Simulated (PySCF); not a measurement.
## NMR data sheet: C$_{5}$H$_{6}$Cl$_{2}$Si

| Quantity | Value |
| --- | --- |
| Formula | C5H6Cl2Si |
| SMILES | ClC(Cl)C1=CC=C[SiH2]1 |
| Point group of the computed structure | Cs |
| Degrees of unsaturation | 3 |
| Carbon signals | 5 |
| Proton signals | 5 |

Structure with atom numbers: `[Cl:1][CH:2]([Cl:3])[C:4]1=[CH:5][CH:6]=[CH:7][SiH2:8]1`; H(Xn) means a hydrogen on atom n.

[PySCF: shieldings: GIAO PBE0/pcSseg-1; GFN2-xTB structure; non-relativistic Hamiltonian; one conformer; averaged over atoms made equivalent by symmetry, fast rotation or ring inversion; no solvent]

References, each an isolated molecule treated in the same way: $^{1}$H, $^{13}$C, $^{29}$Si against TMS.

| carbon | δC, type | δH (multiplicity) | HMBC from (2–3 bonds) | span of the C tensor (ppm) |
| --- | --- | --- | --- | --- |
| C2 | 87.0, CH | 6.52 (s) | H(C5), H(Si8) | 44 |
| C4 | 155.9, C | – | H(C6), H(C5), H(C7), H(C2), H(Si8) | 196 |
| C5 | 146.4, CH | 6.78 (d) | H(C6), H(C7), H(C2), H(Si8) | 188 |
| C6 | 154.7, CH | 7.12 (m) | H(C5), H(C7), H(Si8) | 224 |
| C7 | 140.4, CH | 6.55 (m) | H(C6), H(C5), H(Si8) | 238 |

Other nuclei:
| atoms | nucleus | environment | δ (ppm) | σ (ppm) |
| --- | --- | --- | --- | --- |
| H(Si8) | $^{1}$H | hydrogen on a silicon bonded to 2 C, in a 5-membered ring | 4.97 | 26.75 |
| Si8 | $^{29}$Si | silicon bonded to 2 C, 2 H, in a 5-membered ring | -48.9 | 398.1 |

- Carbon types of the structure: 1 × C, 4 × CH, leaving 2 H on heteroatoms.
- δC 155.9: fully substituted alkene carbon; as expected for a trigonal carbon in a double bond.
- δC 154.7, 146.4, 140.4: alkene CH; the olefinic region.
- δC 87.0: allylic sp3 CH bonded to 2 Cl; 2 electronegative neighbours deshield it.
- δH 7.12, 6.78, 6.55: hydrogen on an alkene CH; a vinylic proton, deshielded by the sp2 carbon and the C=C anisotropy.
- δH 6.52: hydrogen on an allylic sp3 CH bonded to 2 Cl; its carbon carries Cl, hence the downfield position.

Carbons that carry Cl, above all several Cl atoms, come out too deshielded, partly because spin–orbit coupling is missing. Shifts are as computed. Against solution values, carbons near 30 ppm lie about +3 ppm off and those near 130 ppm about +5 ppm; carbons on Cl a further +6 ppm. Of 1211 compounds with measured shifts, 218 miss one by over three times the rms of a fit or turn the order of signals round; such compounds aren't used in these exercises. Multiplicities follow the n + 1 count of equivalent neighbours, as no J values were calculated; m marks all less simple cases, F and P coupling included.
